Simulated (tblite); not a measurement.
C₇H₁₁GeN.
Atom-mapped SMILES: `[CH3:1][C@@H:2]1[CH:3]=[CH:4][GeH2:5][C@@H:6]1[CH2:7][C:8]#[N:9]` (hydrogens: H10, H11, H12 on C1; H13 on C2; H14 on C3; H15 on C4; H16, H17 on Ge5; H18 on C6; H19, H20 on C7)

Computed with GFN2-xTB (tblite), gas phase: L-BFGS steps from a force-field or distance-geometry start until the largest atomic force falls under 0.01 eV/Å.

At the end of the run (lengths in Å): C2–C3 1.507, C2–H13 1.097, C7–C8 1.438, C6–C7 1.529, C1–H10 1.088, C3–H14 1.082, Ge5–C6 1.996, C2–C6–Ge5 104.3°, C1–C2–C3 107.3°, C3–C4–Ge5 110.3°, Ge5–C6–C7 117.1°, C1–C2–C3–C4 -96°, C2–C3–C4–Ge5 -5°, C3–C4–Ge5–C6 -12°, H10–C1–C2–C3 -53°, H13–C2–C1–H10 66°.

Problem. These geometries were met on the way; a selection of coordinates is given. Order them by energy above the end point, lowest first.
A. C2–C3 1.504, C2–H13 1.097, C7–C8 1.440, C6–C7 1.527, C1–H10 1.087, C3–H14 1.082, Ge5–C6 1.996, C2–C6–Ge5 102.8°, C1–C2–C3 108.6°, C3–C4–Ge5 109.9°, Ge5–C6–C7 117.3°, C1–C2–C3–C4 -92°, C2–C3–C4–Ge5 -2°, C3–C4–Ge5–C6 -17°, H10–C1–C2–C3 -34°, H13–C2–C1–H10 85°
B. C2–C3 1.516, C2–H13 1.094, C7–C8 1.440, C6–C7 1.532, C1–H10 1.088, C3–H14 1.085, Ge5–C6 1.967, C2–C6–Ge5 98.4°, C1–C2–C3 111.3°, C3–C4–Ge5 107.3°, Ge5–C6–C7 114.6°, C1–C2–C3–C4 -90°, C2–C3–C4–Ge5 -1°, C3–C4–Ge5–C6 -21°, H10–C1–C2–C3 -29°, H13–C2–C1–H10 90°
C. C2–C3 1.509, C2–H13 1.096, C7–C8 1.439, C6–C7 1.529, C1–H10 1.088, C3–H14 1.080, Ge5–C6 1.999, C2–C6–Ge5 102.4°, C1–C2–C3 110.4°, C3–C4–Ge5 108.8°, Ge5–C6–C7 117.3°, C1–C2–C3–C4 -91°, C2–C3–C4–Ge5 -3°, C3–C4–Ge5–C6 -17°, H10–C1–C2–C3 -31°, H13–C2–C1–H10 88°
D. C2–C3 1.442, C2–H13 1.155, C7–C8 1.483, C6–C7 1.490, C1–H10 1.125, C3–H14 1.119, Ge5–C6 1.984, C2–C6–Ge5 93.9°, C1–C2–C3 114.0°, C3–C4–Ge5 104.5°, Ge5–C6–C7 112.0°, C1–C2–C3–C4 -91°, C2–C3–C4–Ge5 -2°, C3–C4–Ge5–C6 -22°, H10–C1–C2–C3 -27°, H13–C2–C1–H10 91°
E. C2–C3 1.508, C2–H13 1.098, C7–C8 1.434, C6–C7 1.530, C1–H10 1.082, C3–H14 1.082, Ge5–C6 1.984, C2–C6–Ge5 100.9°, C1–C2–C3 110.7°, C3–C4–Ge5 108.9°, Ge5–C6–C7 116.8°, C1–C2–C3–C4 -90°, C2–C3–C4–Ge5 -1°, C3–C4–Ge5–C6 -19°, H10–C1–C2–C3 -30°, H13–C2–C1–H10 90°

Solution. A (0.071 eV), C (0.116 eV), E (0.201 eV), B (0.324 eV), D (0.826 eV).

```tsv
step	E above end (eV)	rms distance from the end, all atoms (Å)	largest force (eV/Å)	rms shift of all bonds from the end (Å)
17	0.071	0.178	0.312	0.002
10	0.116	0.212	0.388	0.004
6	0.201	0.233	0.929	0.007
3	0.324	0.248	1.446	0.009
0	0.826	0.256	4.082	0.030
```

Rows stand in the order of the answer.
